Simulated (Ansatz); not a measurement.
Geometry optimisation, RKS PBE-D4/def2-SVP in Ansatz.

input.yaml

```yaml
crystal:
  periodic: [false, false, false]
  atoms:
    - { symbol: Ge, position_ang: [0.40913, 0.138054, -0.072274] }
    - { symbol: H, position_ang: [0.070354, -0.091055, 1.421848] }
    - { symbol: H, position_ang: [1.886842, 0.005311, -0.503206] }
    - { symbol: F, position_ang: [-0.120087, 1.71854, -0.583019] }
    - { symbol: F, position_ang: [-0.477726, -1.050285, -1.014392] }
    - { symbol: O, position_ang: [-2.359688, 0.072705, 0.993223] }
    - { symbol: Si, position_ang: [-3.409451, -1.002915, 0.206452] }
    - { symbol: H, position_ang: [-2.846039, -2.395244, 0.144186] }
    - { symbol: H, position_ang: [-4.730961, -1.068865, 0.927904] }
    - { symbol: H, position_ang: [-3.630405, -0.441838, -1.163171] }
    - { symbol: H, position_ang: [-1.767468, -0.317208, 1.681148] }
basis:
  gaussian: { orbitals: def2-SVP }
hamiltonian:
  xc: pbe
  dispersion: d4
relax:
  f_tol: 0.03
  max_steps: 50
```

Command:

```bash
$ ansatz run input.yaml --threads 4 --pin off --max-ram 5120MiB --backend cpu --events-out ev --progress --plain --runs-dir out
```

Q: Where does it end, and by what steps?

A: The run converged. After 26 steps the energy has fallen by 0.286 eV; H11 moved furthest, 1.26 Å.

```
step  energy less start (eV)  largest force component (eV/Å)  accepted
   0                  0.0000                           0.648       yes
   1                 -0.0516                           0.534       yes
   2                 -0.0679                           0.866       yes
   3                 -0.0761                           1.357       yes
   4                 -0.1155                           0.217       yes
   5                 -0.1156                           0.340       yes
   6                 -0.1281                           0.429       yes
   7                 -0.1333                           0.451       yes
   8                 -0.1334                           0.177       yes
   9                 -0.1390                           0.299       yes
  10                 -0.1461                           0.308       yes
  11                 -0.1521                           0.388       yes
  12                 -0.1760                           0.256       yes
  13                 -0.1974                           0.203       yes
  14                 -0.2079                           0.093       yes
  15                 -0.2247                           0.102       yes
  16                 -0.2100                           1.714        no
  17                 -0.2370                           0.268       yes
  18                 -0.2497                           0.116       yes
  19                 -0.2581                           0.085       yes
  20                 -0.2559                           1.327        no
  21                 -0.2695                           0.088       yes
  22                 -0.2775                           0.345       yes
  23                 -0.2808                           0.250       yes
  24                 -0.2836                           0.278       yes
  25                 -0.2853                           0.123       yes
  26                 -0.2859                           0.025       yes
```

```xyz
11
Properties=species:S:1:pos:R:3
Ge 0.419 0.040 -0.010
H 0.602 -0.647 1.353
H 1.683 0.462 -0.792
F -0.506 1.540 0.166
F -0.488 -0.973 -1.119
O -2.180 -0.281 1.175
Si -3.342 -1.110 0.264
H -2.939 -2.553 0.279
H -4.702 -0.984 0.902
H -3.436 -0.598 -1.147
H -2.088 0.671 0.967
```

Whether the end is a true minimum wasn't checked by a vibrational analysis.

Time of the run: 35 s on 4 threads of Arm Neoverse V2 (shared host), peak memory 0.18 GiB.
